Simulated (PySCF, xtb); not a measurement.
CH₆S₂Si, SMILES C[SiH](S)S.

GFN2-xTB in xtb at its own geometry gives an orbital gap of 4.78 eV and a dipole moment of 3.23 D.

Geometry optimised at B3LYP-D3(BJ)/def2-SVP. The values are those of a single conformer.

Q: What does B3LYP/def2-TZVP (PySCF) give? (The exact figures need the calculation; the answer reports its results.)

A: gap 6.93 eV (levels -7.10 and -0.17 eV), dipole 1.58 D.
